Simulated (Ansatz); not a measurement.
One change: `[SiH3][SiH2]S` becomes `C=C[SiH2][SiH2]S`.

Ansatz, PBE0-D4/def2-TZVP geometries, multiplicity 1. Each molecule was computed in one conformer, which needn't be the lowest.

```json
{"property": "HOMO–LUMO gap (PBE/def2-TZVPP) / eV", "`[SiH3][SiH2]S`": "5.03"}
{"property": "HOMO–LUMO gap (B3LYP/def2-TZVPP) / eV", "`[SiH3][SiH2]S`": "6.66"}
{"property": "size of the dipole moment (ωB97M-V/def2-TZVPP) / D", "`[SiH3][SiH2]S`": "0.91"}
{"property": "LUMO energy (ωB97M-V/def2-TZVPP) / eV", "`[SiH3][SiH2]S`": "1.34"}
{"property": "HOMO energy (PBE0/def2-TZVPP) / eV", "`[SiH3][SiH2]S`": "-7.50"}
{"property": "LUMO energy (PBE/def2-TZVPP) / eV", "`[SiH3][SiH2]S`": "-1.24"}
```

Give the same properties after the change, and the shifts. (Estimate.)

The calculation gave: 
```
                                          property  `C=C[SiH2][SiH2]S`  shift
               HOMO–LUMO gap (PBE/def2-TZVPP) / eV                4.17  -0.86
             HOMO–LUMO gap (B3LYP/def2-TZVPP) / eV                5.86  -0.80
size of the dipole moment (ωB97M-V/def2-TZVPP) / D                1.61   0.70
             LUMO energy (ωB97M-V/def2-TZVPP) / eV                1.10  -0.24
                HOMO energy (PBE0/def2-TZVPP) / eV               -7.17   0.33
                 LUMO energy (PBE/def2-TZVPP) / eV               -1.85  -0.61
```

With PBE0 the HOMO rises by 0.33 eV and the LUMO falls by 0.50 eV, so the gap narrows by about 0.83 eV. PBE moves the HOMO by 0.25 eV and ωB97M-V by 0.44 eV. Dipoles are sizes alone; their direction can turn.

B3LYP here is the variant with VWN-RPA as its local correlation; programs differ in this.
